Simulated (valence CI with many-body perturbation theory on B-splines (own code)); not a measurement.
Results of a calculation; reference values are marked as such.
## From CI to CI+MBPT in Ho52+

Method: relativistic CI+MBPT: five valence electrons over a frozen Dirac-Fock core [Ne], a basis of 9 s, 9 p, 8 d, 6 f, 3 g, 1 h functions for each j, with the one-electron correlation potential Σ1 (screened to all orders), the two-electron term Σ2, the three-electron term Σ3, Breit, model QED; selected single and double excitations, second order for the rest (own B-spline code, finite nucleus).

No measured spectrum was set against this ion. As an estimate, large intervals hold to a few tenths of a per cent, small ones and those within an open d or f shell to about a per cent. Among the levels kept, up to 600 cm⁻¹ of a level comes from second order outside the variational space, and about a tenth of that is noise between levels of different J, which matters for small intervals.

Each rung adds one term. CI alone is the Dirac-Coulomb CI over the frozen core; QED comes last and gives the full result, which names the levels. Energies are above (3s^2 3p1/2^2 3p3/2) J=3/2 on the same rung, in eV.

Levels are named by their leading jj configuration (3d3/2^4 stands for four electrons in 3d with j = 3/2), which in mixed levels can hold well under half, so a name can repeat and another be missing. Letters in brackets count levels of one name in rising energy.

| Level | CI alone | Σ1 | Σ2 | Σ3 | Breit | QED | Full |
| --- | --- | --- | --- | --- | --- | --- | --- |
| (3s^2 3p1/2^2 3d3/2) J=3/2 | 203.79 | -0.228 | -0.278 | -0.126 | -0.677 | -0.546 | 201.94 |
| (3s^2 3p1/2 3p3/2^2) J=3/2 | 211.09 | +0.142 | +0.161 | +0.026 | -2.736 | +0.302 | 208.99 |
| (3s^2 3p1/2 3p3/2^2) J=5/2 | 222.20 | +0.143 | +0.117 | -0.001 | -3.172 | +0.300 | 219.59 |
| (3s^2 3p1/2 3p3/2^2) J=1/2 | 235.18 | +0.144 | +0.083 | -0.032 | -2.632 | +0.295 | 233.03 |
| (3s^2 3p1/2^2 3d5/2) J=5/2 | 266.84 | -0.103 | -0.414 | -0.169 | -2.310 | -0.434 | 263.41 |
| (3s 3p1/2^2 3p3/2^2) J=5/2 | 361.63 | -0.104 | -0.008 | +0.107 | -0.661 | -2.601 | 358.37 |
| (3s 3p1/2^2 3p3/2^2) J=3/2 | 388.44 | -0.099 | -0.202 | +0.072 | -1.079 | -2.071 | 385.06 |
| (3s 3p1/2^2 3p3/2^2) J=1/2 | 388.81 | -0.100 | -0.110 | +0.071 | -0.423 | -2.464 | 385.78 |
| (3s^2 3p1/2 3p3/2 3d3/2) J=5/2 [a] | 413.47 | -0.085 | -0.145 | -0.072 | -3.857 | -0.239 | 409.07 |
| (3s^2 3p1/2 3p3/2 3d3/2) J=3/2 [a] | 415.84 | -0.087 | -0.194 | -0.078 | -3.427 | -0.410 | 411.64 |
| (3s^2 3p1/2 3p3/2 3d3/2) J=1/2 [a] | 415.58 | -0.085 | -0.138 | -0.076 | -3.308 | -0.248 | 411.73 |
| (3s^2 3p1/2 3p3/2 3d3/2) J=7/2 | 424.83 | -0.081 | -0.143 | -0.115 | -4.350 | -0.229 | 419.91 |
| (3s^2 3p3/2^3) J=3/2 | 448.06 | +0.284 | +0.242 | -0.013 | -5.478 | +0.569 | 443.66 |
| (3s^2 3p1/2 3p3/2 3d3/2) J=5/2 [b] | 450.75 | -0.081 | -0.617 | -0.239 | -3.665 | -0.332 | 445.81 |
| (3s^2 3p1/2 3p3/2 3d3/2) J=3/2 [b] | 458.85 | -0.089 | -0.888 | -0.234 | -2.935 | -0.778 | 453.92 |
| (3s^2 3p1/2 3p3/2 3d3/2) J=1/2 [b] | 458.51 | -0.086 | -0.711 | -0.229 | -3.020 | -0.518 | 453.94 |
| (3s^2 3p1/2 3p3/2 3d5/2) J=7/2 [a] | 465.63 | +0.041 | -0.125 | -0.083 | -5.070 | -0.095 | 460.30 |
| (3s^2 3p1/2 3p3/2 3d5/2) J=3/2 [a] | 475.11 | +0.038 | -0.248 | -0.099 | -4.846 | -0.215 | 469.74 |
| (3s^2 3p1/2 3p3/2 3d5/2) J=9/2 | 477.99 | +0.042 | -0.123 | -0.136 | -5.883 | -0.092 | 471.80 |

The middle columns are the shifts that each term adds.

Question: How does the ionisation energy move along the ladder, and which term matters most?

Answer: CI alone 4807.9, + Σ1 4808.8, + Σ2 4808.9, + Σ3 4808.5, + Breit 4804.8, + QED 4804.4 eV. The largest step is Breit, -3.7 eV. NIST lists 4802 ± 4 eV (theoretical).
